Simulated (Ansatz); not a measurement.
`NB(F)F` + NH₃ → `NB(N)F` + H–F  (ligand exchange at a B–F bond)

Calculated with Ansatz (gas phase, PBE0-D4/def2-TZVP geometries, no zero-point term in ΔE). CCSD(T)/CBS is the MP2 limit (def2-TZVPP, def2-QZVPP) plus CCSD(T) − MP2 in def2-TZVPP, frozen cores. This one scheme is used for every species. DFT in def2-TZVPP. One conformer a species, not always the lowest.

(1) Is it downhill or uphill in electronic energy at CCSD(T)/CBS, and by how much? (Best estimate.)

(2) What do these levels give: PBE-D4, r2SCAN-D4, B97M-V, PBE-QIDH, PBE0, r2SCAN0, LC-ωPBE, CCSD/def2-SVP, CCSD/def2-TZVPP, MP2/def2-QZVPP, SCS-MP2/def2-QZVPP, CCSD/CBS(def2)? (Estimate.)

Largest T1 diagnostic among the species: 0.011.

Answers

(1) The calculation gave: Uphill: ΔE = +50.3 kJ/mol.

(2) Computed: PBE-D4 51.6, r2SCAN-D4 57.5, B97M-V 64.6, PBE-QIDH 52.0, PBE0 52.6, r2SCAN0 55.9, LC-ωPBE 51.5, CCSD/def2-SVP 65.8, CCSD/def2-TZVPP 55.9, MP2/def2-QZVPP 48.6, SCS-MP2/def2-QZVPP 52.5, CCSD/CBS(def2) 51.1 kJ/mol.

The D4 term adds −3.7 kJ/mol with B3LYP and −2.0 kJ/mol with PBE0; it sums over pairs of atoms, weighted by their polarisabilities, and B3LYP, whose exchange is more repulsive, gets the larger term. Leaving LDA and LC-ωPBE aside and taking each functional with its dispersion term where it has one, the values, not all of them listed here, spread over 15.1 kJ/mol, from revPBE-D4 to B97M-V. LDA lies −6.6 kJ/mol from PBE without D4. At CCSD(T), def2-SVP lies +15.9 kJ/mol from the extrapolated value and def2-TZVPP +4.8 kJ/mol.

B3LYP here is the variant with VWN-RPA as its local correlation; programs differ in this.
